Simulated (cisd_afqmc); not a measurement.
Input (AFQMC/CISD/aug-cc-pVTZ; cisd_afqmc is a phaseless AFQMC code with CISD trial states that reads the integrals written by Ansatz):

Ansatz 0.2 input:
```python
import cisd_afqmc

open("ham.yaml", "w").write("""\
crystal:
  periodic: [false, false, false]
  atoms:
    - {symbol: F, position_ang: [0.00000000, 0.00000000, 0.00000000]}
basis:
  gaussian:
    orbitals: aug-cc-pVTZ
magnetization: {spin_polarized: true, initial_magnetization: 1}
correlation: {method: ccsd, electrons: outside_noble_gas, hamiltonian_folder: ham}
scf: {lower_state_search: full}
""")
rep = cisd_afqmc.ansatz("ham.yaml")
e_ccsd = rep["correlation"]["coupled_cluster"]["energy"]["hartree"]
out = cisd_afqmc.run("ham", e_ccsd, trial="CISD", walkers=200, populations=8, threads=8, dt=0.005, steps=40, early=24, settle=10, least=32,
    cut=5e-5, rank_cut=2e-4, target=0.0004, seconds=1500, seed=1, memory=12960, gpu=False)
```

Output:

```
orbitals 45, occupied [4, 3], factors 224 of 288, rank of the doubles 184 of 290
E(HF) = -99.406879
E(CCSD) on the cut factors = -99.623443, shift to the whole factors -0.000009
Energy of the trial state on the determinant = -99.623377
  tau behind 7.2 of longer steps, mean of the populations' last blocks
   2.0  -99.62790
   4.0  -99.62806
   6.0  -99.62799
   8.0  -99.62813
blocks 260 (1 outliers left out), error by blocks joined: 1: 0.00010, 2: 0.00011, 4: 0.00012, 8: 0.00013, 16: 0.00014
E(AFQMC/CISD) = -99.62803 +/- 0.00014
```
